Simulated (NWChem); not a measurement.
**Ionisation of AlP**

```xyz
2

Al     0.0000     0.0000     1.1825
P      0.0000     0.0000    -1.0249
```
Charge 0, spin multiplicity 3.

Everything below was run with NWChem. The geometry was optimised at UPBE0/def2-SVP, a minimum by its harmonic frequencies.

Basis set: def2-TZVP. −ε marks an orbital energy of the parent.

B3LYP has NWChem's definition, with VWN1-RPA local correlation. This spin state was chosen for the runs; another may lie lower. The structure started from a generated list of species. The unpaired electrons of the parent sit in orbitals of symmetry a1 and b2 (C2v labels of the run); other states weren't searched. No SCF solution was tested for a lower state. Open-shell Hartree-Fock references start from PBE0 orbitals.

Question: One of these methods gave a first vertical ionisation energy of 5.60 eV. Which?
(A) −ε(beta HOMO) of M06-2X
(B) −ε(beta HOMO) of PBE
(C) −ε(beta HOMO) of B3LYP
(D) −ε(beta HOMO) of HF

Answer: C, −ε(beta HOMO) of B3LYP. The others give 6.51 (−ε(beta HOMO) of M06-2X), 4.93 (−ε(beta HOMO) of PBE), 7.59 (−ε(beta HOMO) of HF).
